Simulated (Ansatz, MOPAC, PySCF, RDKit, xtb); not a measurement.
Complex: CH3F (SMILES CF) (first 5 atoms) with H2 (SMILES [H][H]); geometry from B3LYP-D3(BJ)/def2-TZVP, rigid monomers moved along the line of their centres of mass till F2···H6 is 3.55 Å.
(charge 0, multiplicity 1):
```xyz
7

C     -0.4448    -0.6709    -0.3515
F     -0.2025     0.6227     0.0983
H      0.1037    -0.8265    -1.2811
H     -0.1054    -1.3753     0.4088
H     -1.5157    -0.7880    -0.5214
H      0.4098     0.3090     3.5837
H      0.5002    -0.0173     4.2472
```

| level | interaction energy (kcal/mol) | minus CCSD(T)/CBS(aug-cc-pVDZ, aug-cc-pVTZ) | cost |
|---|---|---|---|
| UFF | -0.13 | 0.12 | - |
| GFN-FF | -0.11 | 0.15 | - |
| PM3 | -0.03 | 0.23 | - |
| PM6 | 0.00 | 0.26 | - |
| GFN2-xTB | -0.21 | 0.05 | - |
| HF/STO-3G (no counterpoise) | -0.05 | 0.21 | - |
| HF/3-21G (no counterpoise) | -0.16 | 0.10 | - |
| HF/aug-cc-pVDZ | -0.13 | 0.13 | - |
| HF/aug-cc-pVTZ | -0.14 | 0.12 | - |
| PBE/def2-TZVPPD | -0.23 | 0.03 | ×1 |
| BP86/6-31G* (no counterpoise) | -0.07 | 0.19 | - |
| B3LYP/3-21G (no counterpoise) | -0.14 | 0.12 | - |
| B3LYP/6-31G* | -0.05 | 0.21 | - |
| B3LYP-D3(BJ)/def2-TZVPPD | -0.20 | 0.06 | ×1 |
| PBE0-D3(BJ)/def2-TZVPPD | -0.30 | -0.04 | ×1 |
| MP2/6-31G* | -0.12 | 0.14 | - |
| MP2/aug-cc-pVDZ | -0.22 | 0.04 | - |
| CCSD/aug-cc-pVTZ | -0.24 | 0.02 | - |
| CCSD(T)/aug-cc-pVTZ | -0.25 | 0.01 | ×200* |
| CCSD(T)/CBS(aug-cc-pVDZ, aug-cc-pVTZ) | -0.26 | 0.00 | ×200* |

 The comparison column counts from a level with limits of its own.

The rows run from -0.30 (PBE0-D3(BJ)/def2-TZVPPD) to 0.00 kcal/mol (PM6). In aug-cc-pVTZ the value moves HF -0.14, CCSD -0.24, CCSD(T) -0.25, a shift of -0.11 from HF to CCSD(T).

Counterpoise-corrected where a basis set is named; no monomer relaxation. Rows marked so take none. RDKit's UFF carries no charges.

Correlated levels freeze the cores. CBS(a, b) extrapolates the correlation energy as X⁻³ and adds the Hartree–Fock energy of set b. Rows in 3-21G, 6-31G*, STO-3G carry no dispersion term and start afresh at each structure (6-31G* with six Cartesian d functions). MP2/6-31G* freezes PySCF's default core. The state that PM3, PM6 reach isn't checked.

Run with Ansatz (an electronic-structure program) with Gaussian orbitals; MOPAC for PM3, PM6 (differences of heats of formation); PySCF for 3-21G rows, 6-31G* rows, STO-3G rows, the dispersion terms; RDKit for the force fields; xtb for the GFN methods. Each number belongs to the level named beside it.

Costs are rough ratios of core time to PBE/def2-TZVPPD (about 1.4 s over the structures, on one shared machine); a dash marks a level with no comparable run of its own. A star marks coupled-cluster runs past 200 virtual orbitals, where the program's memory plan changes under this machine's limit, so their costs aren't comparable with smaller runs.
